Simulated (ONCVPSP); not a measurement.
# What one change does to a pseudopotential (Ca (Z = 20), ONCV)

```json
{
  "Element": "Ca",
  "Generator": "ONCVPSP 4.0.1",
  "Type": "optimised norm-conserving Vanderbilt (ONCV)",
  "Functional": "LDA (Perdew-Wang 92)",
  "Relativity": "scalar-relativistic",
  "Frozen core": "[Ne]",
  "Valence charge": "10",
  "Reference configuration": "3s2 3p6 4s2",
  "Partial waves": "3s+4s: rc 1.95 bohr, ncon 3, nbas 7, qcut 5.2 1/bohr, 2 projectors; 3p: rc 1.45 bohr, ncon 5, nbas 8, qcut 9.7 1/bohr, 2 projectors, debl 3.2 Ha; d scattering state at 0.07 Ha: rc 1.95 bohr, ncon 3, nbas 7, qcut 4.3 1/bohr, 3 projectors, debl 2 Ha",
  "Local potential": "polynomial inside 1.20 bohr (lpopt 5, dvloc0 0 Ha)",
  "Core correction": "none"
}
```

In the d channel the program set the typed energies aside and used -0.078, 1.922, 3.922 Ha.

All-electron outer shells of the reference configuration (LDA (PZ), scalar-relativistic, ld1.x):

```csv
shell,level (eV),outermost node (bohr),outermost maximum (bohr)
3s,-46.82,0.45,0.99
3p,-27.98,0.42,1.04
4s,-3.87,1.43,3.33
```

Change: all radii scaled by about 1.30 (s 2.54, p 1.88, d 2.54 bohr); local potential polynomial inside 1.56 bohr (lpopt 5, dvloc0 0 Ha).

Cutoffs: the cutoffs (Ha) at which the residual kinetic energy of the hardest occupied pseudo-wave falls to 1 and 0.1 mHa per electron; they do not see the model core or the augmentation charge, which bear on the density cutoff. Errors are all-electron minus pseudo energies relative to the spin-unpolarised reference configuration.

Task: How do hardness, ghosts and transferability respond?

Result: The potential gets softer (28 Ha and 37 Ha → 14 Ha and 27 Ha); of the 4 tests that both files solve, the error grows in 2 and shrinks in 0 by more than 15 % and 0.3 meV (median size 1.5 → 2.1 meV); neither file shows a bound ghost. A larger radius leaves more room for a smooth pseudo-wave, so fewer plane waves are needed.

| quantity | base | changed |
| --- | --- | --- |
| cutoff, loose | 28 Ha | 14 Ha |
| cutoff, tight | 37 Ha | 27 Ha |
| loose cutoff by channel | s 5.4 Ha, p 28 Ha | s 6.3 Ha, p 14 Ha |
| bound ghosts | none | none |
| GHOST(+) flags under 300 eV | none | none |
| error for 3s2 3p6 4s1, meV [ΔE 6.46 eV] | -0.4 | -0.5 |
| error for 3s2 3p6 4s0, meV [ΔE 18.40 eV] | -2.6 | -3.6 |
| error for 3s2 3p6 4s1.5, meV [ΔE 2.56 eV] | -0.1 | -0.1 |
| error for 3s2 3p6 3d0.5 4s1.5, meV [ΔE 1.02 eV] | +14 | +27 |

Base: The cutoffs count occupied waves only; projector 3 of the d channel, the hardest unoccupied one, needs 83 Ha at the loose tolerance. Changed file: The cutoffs count occupied waves only; projector 2 of the d channel, the hardest unoccupied one, needs 39 Ha at the loose tolerance.
